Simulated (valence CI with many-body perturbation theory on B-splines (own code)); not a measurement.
**Nd⁴⁵⁺: input, log and results**

Computed by valence CI with perturbative core correlation (CI+MBPT): five valence electrons over a frozen Dirac-Fock core [Ne], a basis of 6 s, 6 p, 5 d, 3 f, 1 g functions for each j, with the one-electron correlation potential Σ1 (screened to all orders), the two-electron term Σ2, the three-electron term Σ3, Breit, model QED; selected single and double excitations, second order for the rest, scaled by the run's own slope (own B-spline code, finite nucleus).

Command, and the settings that its task file holds:

```sh
python run_cv.py task.json out
```

```
atom Nd  Z=60  mass_number=142  rms_radius_fm=4.9123
core [Ne]
valence 3s2 3p3
avg = 1
basis = S
breit = 1
cap = 20000
capref = 1200
cscale = 1
de = 0.0
dress = 0
eps = 2e-08
extrap = 1
h = 0.27
hh = 1
l2 = 3
lcore = 6
maxit = 60
n2 = 5
natural = 1
nlev = 30
nno = [3, 3, 3, 2, 1]
nroot = 26
nsp = [3, 3, 2, 1, 0]
pt2 = 1
qed = 1
rpa = 1
s1 = 1
s2 = 1
s3 = 1
screen = 1
tol = 2e-05
whole = 1
```

It took 36 s on 1 thread of Arm Neoverse V1 (shared host).

Log. The first blocks belong to the next ion, which gives the ionisation energy. Fields: 2J, parity (1 odd), roots, reference size, generating configurations, candidates as configurations/state functions, variational space P, stored matrix elements, Davidson steps; e2 is the range of second-order energies in hartree. The first line gives the box (bohr), its intervals, the orbitals and the steps of their self-consistent field. Window is the range of levels sought, series limit the energy at which the first omitted orbital would enter, core excitation an estimate of the first excitation out of the core, left out the lowest levels not solved, and shifts from estimates the range by which levels moved from their first estimate, all in cm⁻¹.

```
rmax 1.8 intervals 55 orbitals 36 references ['3s2 3p3', '3s 3p4', '3s2 3p2 3d', '3s 3p3 3d', '3p5'] scf 4 t 0.8
2J=0 par=0 roots 2 ref 24 generators 8 cand 3160/5082 P 1181/1731 nnz 0 it 5
2J=0 par=0 roots 2 ref 24 generators 8 cand 1999/3375 P 1688/2556 nnz 5.6e+05 it 4
   second order: generators 17 cand 3328/5907 e2 -0.00002 -0.00001
reference levels 559, estimated 103, window 3376812 1/cm; series limit 19843893, core excitation 42591085
2J=3 par=1 roots 6 ref 66 generators 19 cand 7871/72065 P 972/4000 nnz 1.8e+06 it 8
2J=3 par=1 roots 6 ref 66 generators 27 cand 7771/75093 P 3433/19994 nnz 2.8e+07 it 10
   second order: generators 33 cand 8015/105550 e2 -0.00078 -0.00008
2J=5 par=1 roots 3 ref 65 generators 11 cand 6903/72929 P 832/4000 nnz 1.9e+06 it 5
2J=5 par=1 roots 3 ref 65 generators 19 cand 7909/90247 P 3130/19988 nnz 3e+07 it 8
   second order: generators 27 cand 7595/106511 e2 -0.00036 -0.00017
2J=1 par=1 roots 3 ref 41 generators 13 cand 6498/34539 P 1197/4000 nnz 1.7e+06 it 5
2J=1 par=1 roots 3 ref 41 generators 20 cand 6592/36370 P 4307/17776 nnz 1.9e+07 it 7
   second order: generators 30 cand 7813/63126 e2 -0.00008 -0.00003
2J=3 par=0 roots 9 ref 71 generators 18 cand 7547/72868 P 945/3991 nnz 1.7e+06 it 8
2J=3 par=0 roots 9 ref 71 generators 25 cand 7803/75078 P 3354/19998 nnz 3e+07 it 10
   second order: generators 41 cand 10371/129145 e2 -0.00044 -0.00019
2J=5 par=0 roots 8 ref 74 generators 19 cand 7871/91139 P 915/3990 nnz 1.8e+06 it 8
2J=5 par=0 roots 8 ref 74 generators 25 cand 7614/89723 P 3077/19997 nnz 3.2e+07 it 9
   second order: generators 40 cand 10780/161255 e2 -0.00073 -0.00029
2J=1 par=0 roots 6 ref 44 generators 19 cand 6985/40007 P 1268/3995 nnz 1.6e+06 it 6
2J=1 par=0 roots 6 ref 44 generators 24 cand 6866/41026 P 4574/19986 nnz 2.4e+07 it 8
   second order: generators 35 cand 8293/61944 e2 -0.00008 -0.00003
2J=7 par=0 roots 4 ref 54 generators 13 cand 7324/84082 P 827/3994 nnz 1.9e+06 it 5
2J=7 par=0 roots 4 ref 54 generators 20 cand 7374/86385 P 2728/19994 nnz 3.5e+07 it 7
   second order: generators 28 cand 8859/119705 e2 -0.00035 -0.00018
2J=9 par=0 roots 2 ref 34 generators 7 cand 4999/55744 P 825/3999 nnz 2.2e+06 it 4
2J=9 par=0 roots 2 ref 34 generators 12 cand 6535/68690 P 2525/16646 nnz 2.6e+07 it 6
   second order: generators 22 cand 7035/95743 e2 -0.00011 -0.00011
2J=7 par=1 roots 2 ref 51 generators 8 cand 5573/56144 P 857/3996 nnz 1.9e+06 it 5
2J=7 par=1 roots 2 ref 51 generators 19 cand 7567/86948 P 2764/20000 nnz 3.3e+07 it 6
   second order: generators 25 cand 9520/149113 e2 -0.00049 -0.00029
2J=9 par=1 roots 1 ref 28 generators 6 cand 5298/54500 P 904/4000 nnz 2.1e+06 it 5
2J=9 par=1 roots 1 ref 28 generators 10 cand 6008/64411 P 2274/15356 nnz 2.3e+07 it 5
   second order: generators 18 cand 7070/92872 e2 -0.00013 -0.00013
left out: unestimated 4892591, estimated 3699769, shifts from estimates -66 to 77
operators 0.6
```

The Davidson iterations converged.

The last digits are not significant, and no measured levels were compared; by estimate large intervals hold to a few tenths of a per cent, small ones and those within an open d or f shell to about a per cent.

```yaml
Valence_energy: -737.239 hartree
Ionisation_energy: "3664.6 eV (NIST: 3662 ± 4 eV (theoretical))"
Reference_configurations_for_the_orbitals: 3s2 3p3, 3s 3p4, 3s2 3p2 3d, 3s 3p3 3d, 3p5
Radial_orbitals: 36
Box_radius: 1.832 bohr
Largest_variational_space: 20000
Lowest_levels: (3s^2 3p1/2^2 3p3/2) J=3/2 0, (3s^2 3p1/2 3p3/2^2) J=3/2 974730, (3s^2 3p1/2 3p3/2^2) J=5/2 1050100, (3s^2 3p1/2 3p3/2^2) J=1/2 1143700, (3s^2 3p1/2^2 3d3/2) J=3/2 1410000, (3s^2 3p1/2^2 3d5/2) J=5/2 1708600, (3s 3p1/2^2 3p3/2^2) J=5/2 2003400, (3s^2 3p3/2^3) J=3/2 2129600, (3s 3p1/2^2 3p3/2^2) J=1/2 2179600, (3s 3p1/2^2 3p3/2^2) J=3/2 2181400, (3s^2 3p1/2 3p3/2 3d3/2) J=5/2 [a] 2375700, (3s^2 3p1/2 3p3/2 3d3/2) J=3/2 [a] 2389200, (3s^2 3p1/2 3p3/2 3d3/2) J=1/2 [a] 2392100, (3s^2 3p1/2 3p3/2 3d3/2) J=7/2 2450400 cm⁻¹
```

Levels are named by their leading jj configuration (3d3/2^4 stands for four electrons in 3d with j = 3/2), which in mixed levels can hold well under half, so a name can repeat and another be missing. Letters in brackets count levels of one name in rising energy.
